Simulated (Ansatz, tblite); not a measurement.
E4: gap (eV) at several levels, gas phase, relaxed structures; Ansatz, xTB through tblite. Core potentials for Sb in the def2 sets, no spin–orbit coupling. A dash marks a value that wasn't run or was left out as unsound. The structures are stationary points that may keep the symmetry of their start.

| species | state | geometry | GFN1-xTB | GFN2-xTB | LDA (SPW92)/def2-TZVP | PBE-D4/def2-TZVP | PBE0-D4/def2-SVP | PBE0-D4/def2-TZVP |
| --- | --- | --- | --- | --- | --- | --- | --- | --- |
| PPAsAs tetrahedron (As2P2) | singlet | r2SCAN-D4/def2-SVP | 3.30 | 3.28 | 4.39 | 4.43 | 6.22 | 6.13 |
| PAsAsAs tetrahedron (As3P) | singlet | r2SCAN-D4/def2-SVP | 3.18 | 3.36 | 4.31 | 4.35 | 6.09 | 6.01 |
| PPPSb tetrahedron (SbP3) | singlet | PBE0-D4/def2-SVP | 3.24 | 2.72 | 3.88 | 3.90 | 5.62 | 5.48 |
| PSbSbSb tetrahedron (Sb3P) | singlet | r2SCAN-D4/def2-SVP | 2.66 | 2.20 | – | 3.39 | 4.93 | 4.85 |
| AsAsAsSb tetrahedron (SbAs3) | singlet | PBE0-D4/def2-SVP | 2.94 | 2.89 | 3.72 | 3.75 | 5.38 | 5.29 |
| PAsAsSb tetrahedron (SbAs2P) | singlet | r2SCAN-D4/def2-SVP | 2.97 | 2.65 | – | 3.73 | 5.37 | 5.28 |
| PPSbSb tetrahedron (Sb2P2) | singlet | r2SCAN-D4/def2-SVP | 2.90 | 2.26 | 3.42 | 3.45 | 5.04 | 4.95 |
| PPAsSb tetrahedron (SbAsP2) | singlet | r2SCAN-D4/def2-SVP | 3.09 | 2.60 | 3.73 | 3.76 | 5.43 | 5.32 |
| PAsSbSb tetrahedron (Sb2AsP) | singlet | PBE0-D4/def2-SVP | 2.83 | 2.30 | – | 3.50 | 5.07 | 4.99 |
| AsSbSbSb tetrahedron (Sb3As) | singlet | PBE-D4/def2-SVP | 2.54 | 2.17 | 3.30 | 3.33 | 4.81 | 4.75 |
| SbSbSbSb tetrahedron (Sb4) | singlet | r2SCAN-D4/def2-SVP | 2.57 | 2.15 | 3.29 | 3.31 | 4.79 | 4.73 |
| AsAsAsAs tetrahedron (As4) | singlet | PBE-D4/def2-SVP | 3.02 | 3.40 | 4.13 | 4.16 | 5.86 | 5.79 |
| PPPP tetrahedron (P4) | singlet | PBE0-D4/def2-TZVP | 3.60 | 3.52 | – | 5.08 | 7.11 | 6.91 |
| PPPAs tetrahedron (AsP3) | singlet | r2SCAN-D4/def2-SVP | 3.39 | 3.25 | 4.63 | 4.66 | 6.54 | 6.40 |

Over the 10 species that have every level, the mean is 3.02 at GFN1-xTB, 2.81 at GFN2-xTB, 3.88 at LDA (SPW92)/def2-TZVP, 3.91 at PBE-D4/def2-TZVP, 5.58 at PBE0-D4/def2-SVP, 5.48 at PBE0-D4/def2-TZVP. Orbital gaps grow with the share of exact exchange and aren't one observable across functionals.
